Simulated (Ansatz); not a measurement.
Geometry optimisation, RKS revPBE/def2-SVP (Ansatz).

The input (input.yaml):

```yaml
crystal:
  periodic: [false, false, false]
  atoms:
    - { symbol: B, position_ang: [0.019932, -0.226875, 0.233548] }
    - { symbol: "N", position_ang: [0.023834, -0.265142, 1.711146] }
    - { symbol: H, position_ang: [-0.804495, -0.495516, 2.259297] }
    - { symbol: H, position_ang: [0.877661, -0.143682, 2.254922] }
    - { symbol: C, position_ang: [1.326136, 0.020028, -0.619592] }
    - { symbol: H, position_ang: [1.616585, -0.923252, -1.132129] }
    - { symbol: H, position_ang: [1.149304, 0.764063, -1.423222] }
    - { symbol: H, position_ang: [2.193739, 0.355175, -0.015047] }
    - { symbol: Cl, position_ang: [-1.537, -0.606797, -0.586193] }
    - { symbol: H, position_ang: [-0.439854, 2.132812, 0.286753] }
    - { symbol: H, position_ang: [-0.321941, 1.842886, 0.935116] }
basis:
  gaussian: { orbitals: def2-SVP }
hamiltonian:
  xc: revpbe
relax:
  f_tol: 0.03
  max_steps: 50
output:
  orbitals: {}
```

Run as:

```bash
$ ansatz run input.yaml --threads 2 --pin off --max-ram 3072MiB --backend cpu --events-out ev --progress --plain --runs-dir out
```

Q: Where does it end, and by what steps?

A: The forces met the threshold. The force dipped under the threshold on the way, but the program's further checks kept it going. After 24 steps the energy has fallen by 0.449 eV; H10 moved furthest, 1.98 Å.

| step | energy less start (eV) | largest force component (eV/Å) | accepted |
| --- | --- | --- | --- |
| 0 | 0.0000 | 2.151 | yes |
| 1 | -0.2422 | 0.983 | yes |
| 2 | -0.3321 | 0.270 | yes |
| 3 | -0.3818 | 0.130 | yes |
| 4 | -0.4076 | 0.074 | yes |
| 5 | -0.4205 | 0.087 | yes |
| 6 | -0.4278 | 0.160 | yes |
| 7 | -0.4260 | 0.176 | no |
| 8 | -0.4294 | 0.059 | yes |
| 9 | -0.4329 | 0.021 | yes |
| 10 | -0.4348 | 0.308 | yes |
| 11 | -0.4378 | 0.146 | yes |
| 12 | -0.4410 | 0.100 | yes |
| 13 | -0.4417 | 0.265 | yes |
| 14 | -0.4442 | 0.128 | yes |
| 15 | -0.4454 | 0.046 | yes |
| 16 | -0.4463 | 0.055 | yes |
| 17 | -0.4452 | 0.299 | no |
| 18 | -0.4471 | 0.064 | yes |
| 19 | -0.4475 | 0.102 | yes |
| 20 | -0.4478 | 0.070 | yes |
| 21 | -0.4481 | 0.027 | yes |
| 22 | -0.4484 | 0.028 | yes |
| 23 | -0.4485 | 0.051 | yes |
| 24 | -0.4486 | 0.023 | yes |

```xyz
11
Properties=species:S:1:pos:R:3
B 0.151 -0.644 0.086
N -0.025 -0.118 1.381
H -0.876 -0.253 1.928
H 0.706 0.402 1.866
C 1.473 -0.459 -0.766
H 1.907 -1.447 -1.031
H 1.248 0.043 -1.731
H 2.256 0.131 -0.246
Cl -1.232 -1.573 -0.614
H -0.788 3.552 1.623
H -0.716 2.819 1.409
```

Run time: 53 s on 2 threads of Intel(R) Xeon(R) Platinum 8259CL CPU @ 2.50GHz (Skylake/Cascade Lake), with other jobs on the host, peak memory 0.17 GiB.
